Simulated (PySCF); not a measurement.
CH4Cl2OSi2, SMILES Cl[Si]1(Cl)CO[SiH2]1.

The structure is a stationary point at PBE0-D3(BJ)/def2-SVP. This is a generated structure with no PubChem entry under its InChIKey; it may be hypothetical.

All values below come from PBE/def2-TZVP in PySCF.

Symmetry labels are those of the subgroup Cs that the program uses (full group Cs).

Computed valence orbital energies around the gap with their symmetry:
```json
[
 {"orbital": "HOMO−7", "symmetry": "A\"", "energy (eV)": "-9.08"},
 {"orbital": "HOMO−6", "symmetry": "A'", "energy (eV)": "-9.01"},
 {"orbital": "HOMO−5", "symmetry": "A'", "energy (eV)": "-8.79"},
 {"orbital": "HOMO−4", "symmetry": "A\"", "energy (eV)": "-8.20"},
 {"orbital": "HOMO−3", "symmetry": "A\"", "energy (eV)": "-7.95"},
 {"orbital": "HOMO−2", "symmetry": "A'", "energy (eV)": "-7.15"},
 {"orbital": "HOMO−1", "symmetry": "A\"", "energy (eV)": "-6.95"},
 {"orbital": "HOMO", "symmetry": "A'", "energy (eV)": "-6.72"},
 {"orbital": "LUMO", "symmetry": "A'", "energy (eV)": "-1.66"},
 {"orbital": "LUMO+1", "symmetry": "A\"", "energy (eV)": "-1.48"},
 {"orbital": "LUMO+2", "symmetry": "A'", "energy (eV)": "-1.23"},
 {"orbital": "LUMO+3", "symmetry": "A'", "energy (eV)": "-0.36"}
]
```
